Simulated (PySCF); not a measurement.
N-methylsilyl-N-silylmethanamine (C₂H₁₁NSi₂), SMILES C[SiH2]N(C)[SiH3]. Heavy atoms are numbered as in [SiH3:1][N:2]([CH3:3])[SiH2:4][CH3:5]. Hydrogens are named by the atom that carries them.

Coordinates come from a PBE0-D3(BJ)/def2-SVP optimisation. One conformer was computed; it need not be the lowest.

All values below come from KT2/pcSseg-1 run with PySCF.

GIAO shieldings, no solvent; atoms alike by connectivity are averaged. δ = σ(ref) − σ: ²⁹Si against TMS (σ = 361.9 ppm); ¹⁵N against NH3 (σ = 266.2 ppm); ¹³C against TMS (σ = 185.1 ppm); ¹H against TMS (σ = 31.47 ppm), references at their B3LYP-D3(BJ)/def2-TZVP geometries, non-relativistic.

Question: Estimate the chemical shifts. (Estimate from the structure and the level; the computed values follow.)

Answer: 
| nucleus | atoms | count | δ (ppm) |
|---|---|---|---|
| ²⁹Si | Si4 (SiH2) | 1 | -17.9 |
| ²⁹Si | Si1 (SiH3) | 1 | -41.2 |
| ¹⁵N | N2 | 1 | 13.6 |
| ¹³C | C3 (CH3) | 1 | 37.2 |
| ¹³C | C5 (CH3) | 1 | -1.4 |
| ¹H | H on Si4 | 2 | 5.20 |
| ¹H | H on Si1 | 3 | 5.10 |
| ¹H | H on C3 | 3 | 2.95 |
| ¹H | H on C5 | 3 | 0.47 |
